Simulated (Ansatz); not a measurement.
**Relaxing a trial structure of BFH6P2**

The starting geometry of this gas-phase singlet was optimised with GFN2-xTB; its bonds are those of `FP[BH2-][PH3+]`.

| atom | x (Å) | y (Å) | z (Å) |
| --- | --- | --- | --- |
| B | 0.3781 | -0.8849 | 1.1272 |
| F | 1.9167 | 0.0001 | -0.9329 |
| P | 2.2072 | -0.1997 | 0.7306 |
| P | -0.2217 | -1.5590 | -0.5598 |
| H | 2.7895 | -1.4637 | 0.4917 |
| H | -0.3763 | -0.0166 | 1.4348 |
| H | 0.4078 | -1.7810 | 1.9074 |
| H | 0.5846 | -2.4339 | -1.2596 |
| H | -0.4750 | -0.6570 | -1.5669 |
| H | -1.4069 | -2.2739 | -0.6230 |

Predict what it relaxes into with BLYP-D3(BJ)/def2-SVP.

It keeps its bonds, and is `FP[BH2-][PH3+]`.

The energy falls by 0.22 eV over 13 steps:

```
step  E − E(last) (eV)
   1             0.222
   2             0.067
   4             0.029
   5             0.020
   6             0.013
   8             0.004
   9             0.002
  10             0.000
  12             0.000
  13             0.000
```

Final geometry (Å):

```xyz
10

B     0.4018   -0.9264    1.1315
F     1.8953    0.5995   -0.6943
P     2.2130   -0.2364    0.7378
P    -0.2531   -1.6869   -0.5329
H     2.7575   -1.4338    0.1132
H    -0.3667   -0.0133    1.3900
H     0.4446   -1.8236    1.9619
H     0.4020   -2.8660   -0.9935
H    -0.0669   -0.8213   -1.6463
H    -1.6235   -2.0616   -0.7178
```

Frequencies at the end are all real (lowest 98 cm⁻¹). Run with Ansatz 0.2.0, 56 s on 1 thread of AMD EPYC (Zen 3), on a shared host.
